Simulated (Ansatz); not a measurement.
Ansatz results at the PBE0-D4/def2-TZVP geometry: HOMO energy (ωB97M-V/def2-TZVPP) -10.29 eV; size of the dipole moment (B3LYP/def2-TZVPP) 0.97 D; LUMO energy (PBE/def2-TZVPP) -1.26 eV.

Each molecule was computed in one conformer, which needn't be the lowest.

Question: Which molecule gave them?
A. `B1C=NCO1`
B. `BCO/C=N/C`
C. `C[O][Ga]([OH])[CH2][SiH3]`
D. `CS[CH2][SnH3]`

Answer: C. The others give `CS[CH2][SnH3]`: -8.57, 1.70, -0.62; `BCO/C=N/C`: -9.72, 0.69, -2.54; `B1C=NCO1`: -10.35, 0.08, -2.70.

B3LYP here is the variant with VWN-RPA as its local correlation; programs differ in this.
